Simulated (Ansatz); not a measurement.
Geometry optimisation, Ansatz 0.2.0, UKS PBE0/def2-SVP.

input.yaml

```yaml
crystal:
  periodic: [false, false, false]
  atoms:
    - { symbol: Sn, position_ang: [-0.047554, 0.0, -0.248531] }
    - { symbol: H, position_ang: [0.062136, 0.0, 2.693306] }
    - { symbol: Cl, position_ang: [2.188985, 0.0, -1.03627] }
    - { symbol: H, position_ang: [-0.764783, 1.429005, -0.918375] }
    - { symbol: H, position_ang: [-0.764783, -1.429005, -0.918375] }
    - { symbol: H, position_ang: [-0.0404, 0.0, 3.406944] }
magnetization:
  spin_polarized: true
  initial_magnetization: 1
basis:
  gaussian: { orbitals: def2-SVP }
hamiltonian:
  xc: pbe0
relax:
  f_tol: 0.03
  max_steps: 50
```

Command:

```bash
$ ansatz run input.yaml --threads 1 --pin off --max-ram 2048MiB --backend cpu --events-out ev --progress --plain --runs-dir out
```

**Question.** Where does it end, and by what steps?

**Answer.** It converged. The force dipped under the threshold on the way, but the program's further checks kept it going. After 5 steps the energy has fallen by 0.063 eV; H6 moved furthest, 0.56 Å.

```csv
step,energy less start (eV),largest force component (eV/Å),accepted
0,0.0000,1.739,yes
1,-0.0527,0.078,yes
2,-0.0604,0.039,yes
3,-0.0624,0.025,yes
4,-0.0631,0.005,yes
5,-0.0633,0.002,yes
```

```xyz
6
Properties=species:S:1:pos:R:3
Sn -0.034 0.000 -0.522
H 0.024 0.000 3.212
Cl 2.200 0.000 -1.314
H -0.752 1.430 -1.184
H -0.752 -1.430 -1.184
H -0.052 0.000 3.969
```

Whether the end is a true minimum wasn't checked by a vibrational analysis.

Run time: 23 s on 1 thread of Arm Neoverse V1 (shared host), peak memory 0.17 GiB.
